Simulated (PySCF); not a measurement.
C5H7F3.
Z-matrix (Å and degrees, PBE0-D3(BJ)/def2-SVP geometry), rows numbered from 1:
```
F 
C   1  1.3652
C   2  1.5176  1  110.03
F   3  1.3630  2  106.47  1  -175.06
F   3  1.3579  2  108.85  1    70.29
C   3  1.4984  2  114.37  1   -52.44
C   6  1.4956  3  119.57  2  -157.42
C   7  1.4985  6   60.09  3   109.56
H   2  1.1016  1  109.63  3  -119.83
H   2  1.1021  1  109.77  3   119.62
H   6  1.0928  3  111.99  2    57.55
H   7  1.0923  6  117.67  8   109.28
H   7  1.0927  6  117.23  8  -107.44
H   8  1.0923  6  117.61  7  -109.22
H   8  1.0931  6  117.50  7   106.89
```

Theory: PBE0-D3(BJ)/def2-SVP geometry optimisation, gas phase (PySCF).

Masses are those of the commonest isotopes; rigid-rotor values at the optimised geometry. The values belong to one conformer with, in the numbering `[F:1][CH2:2][C:3]([F:4])([F:5])[CH:6]1[CH2:7][CH2:8]1`, F1–C2–C3–F4 -175°, C2–C3–C6–C7 -157°.

(1) Give the principal moments of inertia and the rotational constants in MHz.

(2) Classify the top.

(3) Is it planar, by Δ = Ic − Ia − Ib?

(4) Give the other two planar moments, Paa and Pbb, and the rms extents of the mass along the axes.

(5) Which types of transition are allowed, and where do some lines up to J = 3 fall?

(6) Estimate the classical rotational partition function at 200 K, 298.15 K and 500 K.

Answers

(1) Ia = 173.31, Ib = 308.20, Ic = 356.95 u·Å²; 505379 MHz·u·Å²/I gives A = 2916, B = 1640, C = 1416 MHz.

(2) An asymmetric top. Ray's parameter κ = (2B − A − C)/(A − C) = -0.701; −1 is the prolate and +1 the oblate limit.

(3) Not planar: Δ = Ic − Ia − Ib = -124.56 u·Å². For a rigid frame Δ = −2 Σ m c², so Σ m c² = 62.28 u·Å² lies off the ab plane: 9.39 from hydrogen and 52.89 from heavier atoms. The atom farthest from that plane is 1.60 Å away.

(4) Paa = Σ m a² = (Ib + Ic − Ia)/2 = 245.92 and Pbb = Σ m b² = (Ia + Ic − Ib)/2 = 111.03 u·Å². With the mass M = 124.05 u, the rms extents √(P/M) along a, b and c are 1.41, 0.95, 0.71 Å.

(5) The dipole components are |μa| = 0.80 D, |μb| = 1.00 D, |μc| = 1.02 D. Intensities carry the squares of the components, which stand as 0.61 : 0.95 : 1.00 (a : b : c). Some lines, for components of 0.1 D or more:

```json
{"type": "a", "branch": "Q", "J(Ka,Kc)": "2(1,1) ← 2(1,2)", "MHz": "672", "lower level (cm⁻¹)": "0.341"}
{"type": "b", "branch": "Q", "J(Ka,Kc)": "2(1,1) ← 2(0,2)", "MHz": "1751", "lower level (cm⁻¹)": "0.305"}
{"type": "b", "branch": "Q", "J(Ka,Kc)": "3(1,2) ← 3(0,3)", "MHz": "2174", "lower level (cm⁻¹)": "0.607"}
{"type": "a", "branch": "R", "J(Ka,Kc)": "1(0,1) ← 0(0,0)", "MHz": "3056", "lower level (cm⁻¹)": "0.000"}
{"type": "c", "branch": "Q", "J(Ka,Kc)": "3(2,2) ← 3(1,2)", "MHz": "3511", "lower level (cm⁻¹)": "0.680"}
{"type": "b", "branch": "Q", "J(Ka,Kc)": "2(2,0) ← 2(1,1)", "MHz": "3856", "lower level (cm⁻¹)": "0.363"}
{"type": "b", "branch": "Q", "J(Ka,Kc)": "2(2,1) ← 2(1,2)", "MHz": "4501", "lower level (cm⁻¹)": "0.341"}
{"type": "b", "branch": "Q", "J(Ka,Kc)": "3(3,0) ← 3(2,1)", "MHz": "6827", "lower level (cm⁻¹)": "0.801"}
{"type": "b", "branch": "Q", "J(Ka,Kc)": "3(3,1) ← 3(2,2)", "MHz": "6957", "lower level (cm⁻¹)": "0.797"}
{"type": "a", "branch": "R", "J(Ka,Kc)": "3(1,3) ← 2(1,2)", "MHz": "8815", "lower level (cm⁻¹)": "0.341"}
{"type": "a", "branch": "R", "J(Ka,Kc)": "3(2,1) ← 2(2,0)", "MHz": "9272", "lower level (cm⁻¹)": "0.492"}
{"type": "a", "branch": "R", "J(Ka,Kc)": "3(1,2) ← 2(1,1)", "MHz": "9485", "lower level (cm⁻¹)": "0.363"}
{"type": "c", "branch": "R", "J(Ka,Kc)": "2(2,1) ← 1(1,1)", "MHz": "10388", "lower level (cm⁻¹)": "0.144"}
{"type": "b", "branch": "R", "J(Ka,Kc)": "2(2,0) ← 1(1,1)", "MHz": "10415", "lower level (cm⁻¹)": "0.144"}
{"type": "b", "branch": "R", "J(Ka,Kc)": "3(2,2) ← 2(1,1)", "MHz": "12996", "lower level (cm⁻¹)": "0.363"}
{"type": "c", "branch": "R", "J(Ka,Kc)": "3(2,1) ← 2(1,1)", "MHz": "13128", "lower level (cm⁻¹)": "0.363"}
{"type": "b", "branch": "R", "J(Ka,Kc)": "3(3,1) ← 2(2,0)", "MHz": "16097", "lower level (cm⁻¹)": "0.492"}
{"type": "c", "branch": "R", "J(Ka,Kc)": "3(3,0) ← 2(2,0)", "MHz": "16099", "lower level (cm⁻¹)": "0.492"}
```

(6) Point group C1, symmetry number σ = 1; q = (√π/σ)·√((kT/h)³/(ABC)), k/h = 20836.6 MHz/K: 183000 at 200 K, 334000 at 298.15 K, 724000 at 500 K.

PBE0-D3(BJ)/def2-SVP frequencies: not computed here. Zero-point vibration and centrifugal distortion are left out.
